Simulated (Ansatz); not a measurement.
Calculated with Ansatz (gas phase, PBE0-D4/def2-TZVP geometries, no zero-point term in ΔE). CBS: MP2 limit from def2 TZ/QZ plus the TZ coupled-cluster correction, frozen cores. Functionals use def2-TZVPP. B3LYP here is the variant with VWN-RPA as its local correlation; programs differ in this. HSE06 is defined as in plane-wave codes.

Consider the isomerisation: `FC1=C[C@H](F)[C@H]1F` → `FCC#CC(F)F`.

`FC1=C[C@H](F)[C@H]1F`:

```xyz
10

F    -0.837   -0.452    2.210
C    -0.436   -0.305    0.971
C    -0.782   -0.866   -0.185
C     0.115    0.068   -0.947
F     1.092   -0.535   -1.704
C     0.602    0.615    0.422
F     0.412    1.953    0.647
H    -1.436   -1.669   -0.491
H    -0.374    0.827   -1.562
H     1.643    0.364    0.638
```

`FCC#CC(F)F`:

Cartesian coordinates in Å:
```
F 0.962 2.439 1.164
C 1.437 1.172 0.907
C 0.426 0.349 0.269
C -0.390 -0.354 -0.258
C -1.423 -1.157 -0.897
F -1.005 -1.603 -2.107
F -1.721 -2.244 -0.145
H 1.745 0.721 1.855
H 2.314 1.259 0.257
H -2.344 -0.583 -1.045
```

| level | ΔE (kJ/mol) | difference from CCSD(T)/CBS |
| --- | --- | --- |
| LDA (SPW92) | 74.9 | 37.8 |
| PBE-D4 | 53.2 | 16.1 |
| revPBE-D4 | 53.5 | 16.4 |
| BLYP-D4 | 24.3 | -12.8 |
| r2SCAN-D4 | 45.7 | 8.6 |
| B97M-V | 47.5 | 10.4 |
| PBE0-D4 | 58.6 | 21.5 |
| r2SCANh-D4 | 47.9 | 10.8 |
| r2SCAN0-D4 | 51.4 | 14.3 |
| BHLYP-D4 | 34.1 | -3.0 |
| CAM-B3LYP-D4 | 36.5 | -0.6 |
| ωB97X-V | 52.2 | 15.1 |
| ωB97M-V | 44.9 | 7.8 |
| PBE-QIDH | 50.7 | 13.6 |
| PBE | 49.9 | 12.8 |
| revPBE | 42.1 | 5.0 |
| BLYP | 16.6 | -20.5 |
| r2SCAN | 45.1 | 8.0 |
| PBE0 | 55.9 | 18.8 |
| B3LYP | 25.5 | -11.6 |
| r2SCANh | 47.3 | 10.2 |
| r2SCAN0 | 50.7 | 13.6 |
| HSE06 | 56.1 | 19.0 |
| CAM-B3LYP | 34.0 | -3.1 |
| RPA@PBE/def2-TZVPP | 37.6 | 0.5 |
| HF/def2-SVP | 11.7 | -25.4 |
| MP2/def2-SVP | 24.9 | -12.2 |
| CCSD/def2-SVP | 27.2 | -9.9 |
| CCSD(T)/def2-SVP | 29.4 | -7.7 |
| HF/def2-TZVPP | 17.1 | -20.0 |
| MP2/def2-TZVPP | 28.8 | -8.3 |
| SCS-MP2/def2-TZVPP | 23.6 | -13.5 |
| CCSD/def2-TZVPP | 32.2 | -4.9 |
| CCSD(T)/def2-TZVPP | 34.0 | -3.1 |
| HF/def2-QZVPP | 17.6 | -19.5 |
| MP2/def2-QZVPP | 30.8 | -6.3 |
| SCS-MP2/def2-QZVPP | 25.4 | -11.7 |
| HF/CBS(def2) | 17.7 | -19.4 |
| MP2/CBS(def2) | 31.9 | -5.2 |
| CCSD/CBS(def2) | 35.2 | -1.9 |
| CCSD(T)/CBS | 37.1 | 0 |

(1) What do rigid-rotor, harmonic-oscillator terms from PBE0-D4/def2-TZVP frequencies (298.15 K, 1 bar) make of the CCSD(T)/CBS value? (Estimate.)

Largest T1 diagnostic among the species: 0.012.

## Answers

(1) Ansatz gave: ΔZPE = -3.0 kJ/mol, ΔH = +37.4 kJ/mol, ΔS = 39 J/(mol·K), ΔG = +25.7 kJ/mol. Modes under 50 cm⁻¹ make the entropy rough.

From r2SCAN to r2SCAN0 (25 % exact exchange), in def2-TZVPP and without D4, ΔE moves by +5.6 kJ/mol. In def2-TZVPP, CCSD(T) changes the Hartree–Fock value by +17.0 kJ/mol (the triples alone add +1.8 kJ/mol) and MP2 by +11.8 kJ/mol.
